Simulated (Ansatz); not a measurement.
Al₄⁻. Total charge -1; doublet. Geometry PBE-D4/def2-TZVPD.

```xyz
4

Al    0.8013    1.0177   -0.0642
Al   -1.8080    1.4181   -0.0400
Al    1.8053   -1.4220   -0.0237
Al   -0.7986   -1.0138    0.1279
```

At HF/def2-TZVPD, PBE-D4/def2-TZVPD, r2SCAN-D4/def2-TZVPD, B97M-V/def2-TZVPD and others the charge -1 doublet is spin-contaminated (final ⟨S²⟩ up to 2.33, 0.75 for a pure state). The geometry of the doublet was relaxed on an unsound state (⟨S²⟩ 1.79, where a pure state has 0.75). Another isomer (doublet) lies 0.14 eV lower at PBE0-D4/def2-TZVPD; other spin states weren't run for this one.

(1) Estimate the α-spin orbital energies around the gap (eV) in Ansatz with HF/def2-TZVPD, PBE-D4/def2-TZVPD, r2SCAN-D4/def2-TZVPD, B97M-V/def2-TZVPD, PBE0-D4/def2-TZVPD.

## Answers

(1) 
| orbital | HF/def2-TZVPD | PBE-D4/def2-TZVPD | r2SCAN-D4/def2-TZVPD | B97M-V/def2-TZVPD | PBE0-D4/def2-TZVPD |
| --- | --- | --- | --- | --- | --- |
| HOMO−9 | -82.78 | -64.50 | -66.35 | -67.11 | -69.27 |
| HOMO−8 | -82.65 | -64.45 | -66.29 | -67.07 | -69.20 |
| HOMO−7 | -82.63 | -64.43 | -66.28 | -67.05 | -69.18 |
| HOMO−6 | -12.00 | -6.61 | -7.03 | -7.03 | -8.14 |
| HOMO−5 | -9.12 | -4.57 | -4.95 | -4.82 | -5.88 |
| HOMO−4 | -5.84 | -2.82 | -2.99 | -2.93 | -3.72 |
| HOMO−3 | -4.94 | -2.00 | -2.16 | -2.12 | -2.92 |
| HOMO−2 | -2.97 | -0.50 | -0.69 | -0.53 | -1.14 |
| HOMO−1 | -2.67 | -0.40 | -0.65 | -0.42 | -1.06 |
| HOMO | -2.19 | -0.06 | -0.28 | -0.08 | -0.82 |
| LUMO | 3.80 | 0.61 | 0.91 | 0.55 | 1.29 |
| LUMO+1 | 3.89 | 1.02 | 1.10 | 1.12 | 1.56 |
| LUMO+2 | 4.28 | 2.13 | 2.31 | 2.20 | 2.71 |
| LUMO+3 | 4.42 | 2.27 | 2.44 | 2.33 | 2.86 |
| LUMO+4 | 4.49 | 2.67 | 2.98 | 2.63 | 3.11 |
| LUMO+5 | 4.89 | 2.79 | 3.21 | 2.65 | 3.33 |
| β HOMO | -2.23 | -0.17 | -0.46 | -0.15 | -0.90 |
| β LUMO | 3.60 | 0.32 | 0.51 | 0.34 | 0.97 |
